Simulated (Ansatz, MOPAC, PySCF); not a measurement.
Noncovalent pair: H2 (SMILES [H][H]) (first 2 atoms) with C4H6 (SMILES C=CC=C); geometry from B3LYP-D3(BJ)/def2-TZVP, rigid monomers moved along the line of their centres of mass till H2···C4 is 3.56 Å.
(charge 0, multiplicity 1):
```
atom    x (Å)    y (Å)    z (Å)
----  -------  -------  -------
H     -0.3978  -0.7720  -0.1385
H     -0.3146  -0.3297   0.4548
C      0.9763   1.6174   3.1020
C      0.0668   0.9079   3.7724
C      0.1956  -0.5058   4.0752
C     -0.7177  -1.2162   4.7389
H      1.8902   1.1620   2.7384
H      0.8373   2.6701   2.8963
H     -0.8393   1.3950   4.1220
H      1.1014  -0.9933   3.7253
H     -0.5814  -2.2699   4.9411
H     -1.6324  -0.7606   5.1002
```

Monomers are frozen at their geometry in the pair; levels with a basis set take the counterpoise correction. Rows marked so take none.

Correlated levels freeze the cores. Rows in 6-31G* carry no dispersion term and start afresh at each structure (6-31G* with six Cartesian d functions). The state that AM1, PM3, PM7 reach isn't checked; PM7 holds dispersion and hydrogen-bond terms.

The values were computed with Ansatz (a quantum-chemistry and plane-wave program); MOPAC for AM1, PM3, PM7 (differences of heats of formation); PySCF for 6-31G* rows, the dispersion terms. Values without a source in brackets are computed.

| level | interaction energy (kcal/mol) |
|---|---|
| AM1 | 0.09 |
| PM3 | -0.02 |
| PM7 | -0.35 |
| HF/aug-cc-pVDZ | -0.01 |
| BP86/6-31G* (no counterpoise) | 0.02 |
| PBE0-D4/def2-TZVPPD | -0.59 |
| wB97X-V/def2-TZVPPD | -0.47 |
| CCSD/aug-cc-pVDZ | -0.35 |
| CCSD(T)/aug-cc-pVDZ | ___ |

What belongs in the gaps?


- CCSD(T)/aug-cc-pVDZ, interaction energy (kcal/mol): -0.40
